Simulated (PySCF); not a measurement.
Pb(Cl)(OMe) (CH3ClOPb), SMILES C[O][Pb][Cl] (connectivity only; charge and spin as stated), neutral, multiplicity 1.

Geometry optimised at B3LYP-D3(BJ)/def2-SVP. The def2 effective core potentials stand for the cores of Pb; spin–orbit coupling is left out. The values are those of a single conformer.

Level of theory: r2SCAN/def2-TZVP (PySCF).

Gas-phase values at a fixed geometry.

Computed frontier levels, gap, dipole moment and polarisability:
```json
{
  "highest_occupied_level": "-6.45 eV",
  "lowest_empty_level": "-3.17 eV",
  "orbital_gap": "3.28 eV",
  "dipole_moment": "3.22 D",
  "quadrupole, principal values (traceless, Buckingham form, about the centre of nuclear charge)": "-12.20, 6.03, 6.17 D·Å",
  "mean_static_polarisability": "71.5 bohr³ (10.59 Å³)",
  "polarisability_principal_values": "47.7, 79.9, 86.8 bohr³"
}
```
